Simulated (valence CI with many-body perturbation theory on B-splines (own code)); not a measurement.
## Hyperfine factors and g values of W²³⁺

Computed by configuration interaction combined with many-body perturbation theory (CI+MBPT): five valence electrons over a frozen Dirac-Fock core [Kr] 4d10, radial functions for each j: 7 s, 7 p, 7 d, 7 f, 4 g, 2 h, with the one-electron correlation potential Σ1, the two-electron term Σ2, the three-electron term Σ3, Breit, model QED; selected CI, second order for the rest, scaled by the run's own slope (own B-spline code, finite nucleus).

No measured spectrum was set against this ion. As an estimate, terms of the open shell hold to a few per cent of their energy, and close levels can change places. Among the levels kept, up to 1000 cm⁻¹ of a level comes from second order outside the variational space, and about a tenth of that is noise between levels of different J, which matters for small intervals. Only levels of the ground parity were solved; by the run's estimate the other parity begins above the list, which can be wrong where configurations are misplaced.

A/g_I is the dipole constant over the nuclear g factor μ/I (μ in nuclear magnetons, uniformly magnetised nucleus), B/Q the quadrupole constant per barn. Both hold the static response of the core; the bare values leave it out. Large factors of s and p1/2 electrons are usually good to 5 to 10 %; those of open d and f shells near neutrality can be off by tens of per cent, and small factors of p3/2, d and f electrons come from cancelling terms and can be off by a factor of two or in sign, in half-filled shells by more. B is blank for J = 1/2, where it vanishes, and for nearly pure S terms. Energies count from the lowest level.

Names give the largest LS component (configuration and term), which can be under half, so a name can repeat, a term be missing and a line seem to break the LS rules; names also repeat where a configuration has a term twice. Letters in brackets count levels of one name in rising energy.

| Level | E (cm⁻¹) | g | A/g_I (MHz) | A/g_I bare | B/Q (MHz/b) | B/Q bare |
| --- | --- | --- | --- | --- | --- | --- |
| 4f⁵ ⁶H°_5/2 | 0.0 | 0.391 | 5080 | 4170 | -3360 | -2950 |
| 4f⁵ ⁶H°_7/2 | 9793 | 0.854 | 3100 | 2940 | -2870 | -2520 |
| 4f⁵ ⁶H°_9/2 | 18721 | 1.067 | 2260 | 2440 | -2800 | -2480 |
| 4f⁵ ⁶F°_3/2 | 23257 | 0.983 | 3200 | 3340 | -553 | -473 |
| 4f⁵ ⁶F°_5/2 [a] | 23281 | 1.165 | 2240 | 2650 | -1110 | -975 |
| 4f⁵ ⁶F°_1/2 | 24007 | -0.554 | 10700 | 8560 |  |  |
| 4f⁵ ⁶H°_11/2 | 26463 | 1.178 | 1880 | 2260 | -3020 | -2690 |
| 4f⁵ ⁶F°_7/2 | 31750 | 1.332 | 1190 | 1810 | 14.0 | -13.1 |
| 4f⁵ ⁶H°_13/2 | 33037 | 1.237 | 1720 | 2210 | -3420 | -3060 |
| 4f⁵ ⁶H°_15/2 | 37553 | 1.237 | 1830 | 2330 | -3370 | -3040 |
| 4f⁵ ⁶F°_9/2 | 40337 | 1.390 | 916 | 1620 | 1040 | 874 |
| 4f⁵ ⁶F°_5/2 [b] | 46401 | 0.913 | 3210 | 3200 | -2470 | -2170 |
| 4f⁵ ⁶F°_11/2 | 48459 | 1.410 | 882 | 1630 | 2150 | 1840 |
| 4f⁵ ⁴M°_15/2 | 50584 | 0.955 | 2820 | 2850 | 1260 | 1050 |
| 4f⁵ ⁴F°_3/2 [a] | 53301 | 0.536 | 4680 | 4030 | -179 | -164 |
| 4f⁵ ⁴I°_9/2 [a] | 57381 | 0.801 | 3370 | 3130 | -1780 | -1550 |
| 4f⁵ ⁴L°_13/2 [a] | 57504 | 0.935 | 2920 | 2920 | -248 | -244 |
| 4f⁵ ⁴K°_11/2 | 58074 | 0.891 | 3050 | 2970 | -1020 | -904 |
| 4f⁵ ⁴G°_7/2 [a] | 60464 | 1.054 | 2510 | 2700 | -2340 | -2080 |
| 4f⁵ ⁴P°_5/2 [a] | 61464 | 1.390 | 1170 | 1920 | -2300 | -2020 |
| 4f⁵ ⁴M°_17/2 | 64003 | 1.004 | 2620 | 2730 | 2890 | 2500 |
| 4f⁵ ²P°_1/2 [a] | 68683 | 0.410 | 7550 | 7090 |  |  |
| 4f⁵ ⁶P°_3/2 | 70915 | 1.971 | -2390 | -876 | 635 | 538 |
| 4f⁵ ⁴K°_15/2 [a] | 71246 | 1.018 | 2550 | 2670 | -348 | -322 |
| 4f⁵ ⁴G°_9/2 [a] | 71617 | 1.105 | 2270 | 2550 | -1380 | -1240 |
| 4f⁵ ⁴M°_19/2 | 72975 | 1.065 | 2400 | 2610 | 3400 | 2940 |
| 4f⁵ ⁴F°_5/2 [a] | 73720 | 0.921 | 3180 | 3170 | 375 | 313 |
| 4f⁵ ⁴L°_15/2 | 76435 | 1.054 | 2380 | 2560 | 73.3 | 39.5 |
| 4f⁵ ⁴L°_13/2 [b] | 76673 | 0.942 | 2820 | 2810 | -1380 | -1200 |
| 4f⁵ ⁴H°_11/2 [a] | 77434 | 1.124 | 2190 | 2500 | 405 | 337 |
| 4f⁵ ⁴M°_21/2 | 77711 | 1.101 | 2320 | 2600 | 3880 | 3350 |
| 4f⁵ ⁴H°_7/2 [a] | 78136 | 0.811 | 3220 | 2980 | 461 | 420 |
| 4f⁵ ²G°_9/2 [a] | 79197 | 1.077 | 2280 | 2500 | 1790 | 1550 |
| 4f⁵ ⁴I°_11/2 [a] | 80089 | 0.921 | 2770 | 2710 | -1450 | -1250 |
| 4f⁵ ⁴L°_17/2 | 81075 | 1.036 | 2590 | 2760 | -160 | -146 |
| 4f⁵ ⁴D°_7/2 [a] | 81537 | 1.436 | 515 | 1260 | 1020 | 871 |
| 4f⁵ ⁴I°_13/2 [a] | 81661 | 1.017 | 2550 | 2670 | -1140 | -990 |
| 4f⁵ ⁶P°_5/2 | 84456 | 1.461 | 757 | 1610 | -1960 | -1720 |
| 4f⁵ ⁴H°_13/2 [a] | 85998 | 1.141 | 2170 | 2510 | -102 | -116 |
| 4f⁵ ⁴D°_3/2 [a] | 86938 | 1.355 | 946 | 1580 | -64.9 | -44.1 |

(1) Take the isotope of mass number 183, with I = 1/2, μ = 0.11739 μN. What is the hyperfine structure of 4f⁵ ⁶H°_11/2?

Answers

(1) From the table A = 441 MHz. Shifts from the centre of gravity in MHz: F = 5: -1430, F = 6: 1210.
